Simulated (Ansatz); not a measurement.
Reaction (redistribution): `[CH3][Ga]([SH])[SH]` + `[NH2][InH][Cl]` → `[SH][GaH][SH]` + `[CH3][In]([NH2])[Cl]`

Program: Ansatz. Geometries: PBE0-D4/def2-TZVP. ΔE: electronic, gas phase. CCSD(T)/CBS adds triple-zeta CCSD(T) − MP2 to the extrapolated MP2 energy (def2 sets, frozen cores). Functionals use def2-TZVPP. HSE06 is defined as in plane-wave codes. def2 core potentials past Kr. For Ga, In outer-core shells are correlated without core-valence functions, which leaves a few kJ/mol of doubt a bond. Scalar relativity is left out up to krypton. Each species was taken in one conformer, which may not be the lowest.

```json
{"level": "CAM-B3LYP-D4", "ΔE (kJ/mol)": "12.2"}
{"level": "HSE06", "ΔE (kJ/mol)": "10.7"}
{"level": "SCS-MP2/def2-TZVPP", "ΔE (kJ/mol)": "8.3"}
{"level": "CCSD(T)/def2-TZVPP", "ΔE (kJ/mol)": "9.8"}
```

(1) What does CCSD(T)/CBS give? (An estimate is asked.)

Largest T1 diagnostic among the species: 0.014.

## Answers

(1) The calculation gave: +9.8 kJ/mol. The listed levels differ from it by 2.4, 0.9, -1.5, 0.0 kJ/mol.

Leaving LDA and LC-ωPBE aside and taking each functional with its dispersion term where it has one, the values, not all of them listed here, spread over 4.2 kJ/mol, from B2PLYP to r2SCAN0-D4. LDA lies +4.1 kJ/mol from PBE without D4. From BLYP to BHLYP (50 % exact exchange), in def2-TZVPP and without D4, ΔE moves by +4.0 kJ/mol.

CCSD(T)/CBS has its own doubt, a few kJ/mol and more with outer-core shells, so smaller differences from it don't rank the levels.
